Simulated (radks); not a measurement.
The numbers below are computed, except where a source is named.
Q: Species: the molybdenum ion Mo2+. Configuration: [Kr] 4d2 5s2 (not the ground configuration). Code: a radial shooting solver on a logarithmic mesh with Libxc functionals. Model: Dirac Kohn-Sham, PBE, spin-unpolarised, spherical densities, finite nucleus; open shells fill j = l - 1/2 first; Fermi nuclear charge, rms radius 4.4091 fm.

Spin-orbit splittings of the eigenvalues, e(l+1/2) - e(l-1/2), with zeta = 2 splitting/(2l+1) and mean radii in bohr:

| shell | occ. | splitting (eV) | zeta (eV) | <r> j=l-1/2 | <r> j=l+1/2 |
|---|---|---|---|---|---|
| 2p | 6 | 106.5 | 71.03 | 0.1308 | 0.1353 |
| 3p | 6 | 17.55 | 11.70 | 0.4232 | 0.4338 |
| 3d | 10 | 3.325 | 1.330 | 0.4130 | 0.4165 |
| 4p | 6 | 2.630 | 1.753 | 1.185 | 1.212 |
| 4d | 2 | ? | ? | 1.591 | 1.604 |

Estimate the 4d splitting.

A: 0.2963 eV (zeta = 0.1185 eV).
